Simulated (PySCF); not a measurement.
Simulation results for H3NSi

Computed with PySCF 2.14.0. Calculation on a computer-drawn molecule: vertical ionisation energy to the stated ion spin, frozen-core CCSD(T) at the basis limit and cheaper methods, single-reference cases, UHF for radicals, no spin-orbit; all values are single points at the evaluated structure, the first of each entry, which is the reference or a displaced copy of it and isn't optimised; the reference structure only sets the zero of the energies above reference; triples share is (T) over the correlation energy.

Common to all runs: charge 0; multiplicity 1; ion multiplicity 2; diffuse functions no; basis cc-pV(n+d)Z; reference is the Hartree-Fock double-zeta minimum; best is HF at quadruple zeta + MP2 correlation extrapolated from triple and quadruple zeta + CCSD(T) minus MP2 at triple zeta; basis step is the size of the change from the same recipe one zeta lower.

(1) H3NSi

Evaluated structure:
```xyz
5
H3NSi
N     -0.4712     0.9734    -1.2218
Si    -0.5262    -0.0719    -0.0321
H     -0.8816     1.8688    -1.2217
H     -1.2294     0.0658     1.2273
H      0.3504    -1.6445    -0.2824
```

Reference structure:
```xyz
5
H3NSi
N     -0.4358     0.9878    -1.2132
Si    -0.5190    -0.0644    -0.0489
H     -0.8866     1.8841    -1.1846
H     -1.2298     0.0392     1.2433
H      0.1778    -1.3488    -0.1899
```

* ionisation energy best: 9.984 eV
* ionisation energy basis step: 0.06883 eV
* energy above reference best: 16.96 kcal/mol
* energy above reference basis step: 0.0247 kcal/mol
* ionisation energy Koopmans at triple zeta: 10.36 eV
* ionisation energy EOM CCSD at triple zeta: 9.818 eV
* total energy HF triple zeta: -345.0860 hartree
* total energy CCSD(T) triple zeta: -345.4589 hartree
* total energy best: -345.5076 hartree
* T1 diagnostic at triple zeta: 0.01891
* D1 diagnostic at triple zeta: 0.05066
* ion T1 diagnostic at triple zeta: 0.026
* ion D1 diagnostic at triple zeta: 0.09014
* ion spin squared at triple zeta: 0.7756
* triples share at triple zeta: 0.04402
* basis functions triple zeta: 111
* dipole magnitude HF at triple zeta: 2.893 debye
* dipole magnitude CCSD unrelaxed at triple zeta: 2.275 debye
* dipole magnitude PBE at triple zeta: 2.102 debye
* dipole magnitude r2SCAN at triple zeta: 2.229 debye
* dipole magnitude B3LYP at triple zeta: 2.316 debye
* dipole magnitude wB97X at triple zeta: 2.515 debye

Drawn bonds:
```csv
atom,other atom,order
1,2,2
1,3,1
2,4,1
2,5,1
```

Triple zeta:
```csv
method,ionisation energy (eV),energy above reference (kcal/mol)
HF,8.12,19.37
PBE,9.772,14.84
r2SCAN,9.689,16.41
B3LYP,9.784,16.78
wB97X,9.704,17.49
MP2,10.01,18.18
CCSD,9.645,17.27
CCSD(T),9.798,16.86
```

(2) H3NSi

Evaluated structure:
```xyz
5
H3NSi
N     -0.5289     0.9271    -1.2338
Si    -0.5091    -0.0462    -0.0138
H     -0.9865     1.8310    -1.1520
H     -1.2038     0.0549     1.2181
H      0.1994    -1.3567    -0.1006
```

Reference structure:
```xyz
5
H3NSi
N     -0.4358     0.9878    -1.2132
Si    -0.5190    -0.0644    -0.0489
H     -0.8866     1.8841    -1.1846
H     -1.2298     0.0392     1.2433
H      0.1778    -1.3488    -0.1899
```

* ionisation energy best: 10.14 eV
* ionisation energy basis step: 0.06787 eV
* energy above reference best: 1.877 kcal/mol
* energy above reference basis step: 0.05195 kcal/mol
* ionisation energy Koopmans at triple zeta: 10.41 eV
* ionisation energy EOM CCSD at triple zeta: 9.964 eV
* total energy HF triple zeta: -345.1143 hartree
* total energy CCSD(T) triple zeta: -345.4828 hartree
* total energy best: -345.5317 hartree
* T1 diagnostic at triple zeta: 0.01789
* D1 diagnostic at triple zeta: 0.04906
* ion T1 diagnostic at triple zeta: 0.03317
* ion D1 diagnostic at triple zeta: 0.1387
* ion spin squared at triple zeta: 0.7694
* triples share at triple zeta: 0.04241
* basis functions triple zeta: 111
* dipole magnitude HF at triple zeta: 2.9 debye
* dipole magnitude CCSD unrelaxed at triple zeta: 2.289 debye
* dipole magnitude PBE at triple zeta: 2.081 debye
* dipole magnitude r2SCAN at triple zeta: 2.213 debye
* dipole magnitude B3LYP at triple zeta: 2.301 debye
* dipole magnitude wB97X at triple zeta: 2.51 debye

Drawn bonds:
```csv
atom,other atom,order
1,2,2
1,3,1
2,4,1
2,5,1
```

Triple zeta:
```csv
method,ionisation energy (eV),energy above reference (kcal/mol)
HF,8.284,1.605
PBE,9.96,2.099
r2SCAN,9.86,1.902
B3LYP,9.957,1.824
wB97X,9.862,1.709
MP2,10.16,1.818
CCSD,9.81,1.787
CCSD(T),9.961,1.871
```
